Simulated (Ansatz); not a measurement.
```xyz
10

B     0.9269    0.1585   -1.8956
Al   -0.7374   -0.6755   -0.8623
O    -0.9333   -0.4177    0.7998
C    -0.2108    0.2746    1.7717
H     1.9665   -0.4248   -2.0346
H     0.8987    1.2423   -2.4103
H    -1.8706   -1.5609   -1.5322
H    -0.8376    1.0458    2.2323
H     0.1128   -0.4099    2.5632
H     0.6848    0.7676    1.3681
```

The species carries charge 0 and has multiplicity 1.

(1) List the CAM-B3LYP/def2-TZVPP orbital energies in eV (Ansatz). (Best estimate.)

Results:

(1) Ansatz gave: Occupied: -1526.00, -521.91, -279.95, -185.95, -114.06, -74.80, -74.63, -74.58, -29.12, -20.41, -15.83, -14.85, -13.99, -13.89, -11.39, -11.32, -10.03, -9.60, -8.69. Lowest empty: -1.32, 0.15, 1.72, 2.39, 2.68, 3.45, 3.75, 3.79.
